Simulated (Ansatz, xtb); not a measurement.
## Redistribution: C4H4BrN + CHCl2F → C4H4FN + CHBrCl2

Species: C4H4BrN `Brc1ccc[nH]1`, singlet; CHCl2F (dichlorofluoromethane) `FC(Cl)Cl`, singlet; C4H4FN `Fc1ccc[nH]1`, singlet; CHBrCl2 `ClC(Cl)Br`, singlet. The partners trade Br for F; both sit on C, so the bond types are kept.

Shapes, held fixed at every level: PBE0-D4/def2-TZVP. Programs: Ansatz 0.2.0, xtb 6.7.1. The zero-point and thermal change to 298 K, harmonic and unscaled (PBE0-D4/def2-TZVP), is -1.3 kJ/mol.

```
             level                    kind  ΔH(298 K) (kJ/mol)  less CCSD(T)/def2-TZVPP  CPU time (sum over the molecules)
          GFN1-xTB          semi-empirical               +22.8                     -9.7                             0.18 s
     HF/def2-TZVPP            Hartree–Fock               +29.9                     -2.6                                  –
  SPW92/def2-TZVPP                     LDA               +28.2                     -4.3                               14 s
PBE0-D4/def2-TZVPP           global hybrid               +29.8                     -2.7                               28 s
wB97X-V/def2-TZVPP  range-separated hybrid               +30.4                     -2.1                               64 s
  CCSD(T)/def2-SVP   coupled cluster or CI               +32.1                     -0.4                               40 s
   CCSD/def2-TZVPP   coupled cluster or CI               +31.2                     -1.3                                  –
CCSD(T)/def2-TZVPP   coupled cluster or CI               +32.5                      0.0                             13 min
```

The highest level, CCSD(T)/def2-TZVPP, gives ΔH(298 K) = +32.5 kJ/mol; the levels span +22.8 to +32.5. The column of differences is taken from that level and isn't an error. No measured value is set beside it here. Relativity is left out for Br unless named. Correlated rows may include outer-core shells of Br, which these sets cover unevenly. Times are processor times on shared x86 and Arm servers, and rough.
